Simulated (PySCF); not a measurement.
Coordinates in bohr (charge 0 multiplicity 1):
```
Nb    0.0000   -0.8520   -0.6026
O     0.0000   -3.4720   -2.4557
I     4.1567   -1.0410    2.2032
I    -4.1567   -1.0410    2.2032
I     0.0000    3.1164   -3.6747
```

Method: PySCF, PBE, basis Nb def2-SVP with ECP28, O def2-SVP, I def2-SVP with ECP28 (scalar-relativistic core potentials, no spin–orbit coupling, density fitting).

This geometry of NbOI₃ is a stationary point at this level.

Question: What is the point group?

Answer: C3v.

Question: Is it a minimum?

Answer: Yes: all harmonic wavenumbers are real, though the softest, 47 cm⁻¹, leaves little margin.

Question: What are the dipole moment and the gap between the highest occupied and lowest empty levels?

Answer: 1.53 D and 2.76 eV.

Question: Give the atomic charges and bond orders.

Answer: 
```csv
atom,Mulliken,Löwdin,polar tensor,Mayer order to Nb1
Nb1,0.33,-0.87,1.55,–
O2,-0.20,-0.02,-0.53,2.36
"I3,4,5",-0.04,0.30,-0.34,1.36
```

Question: Give the ideal-gas entropy at 298.15 K and 1 bar by parts.

Answer: translation 186.1, rotation 131.8, vibration 101.1, spin 0.0; total 419.0 J/(mol K).

This need not be the most stable arrangement of these atoms.
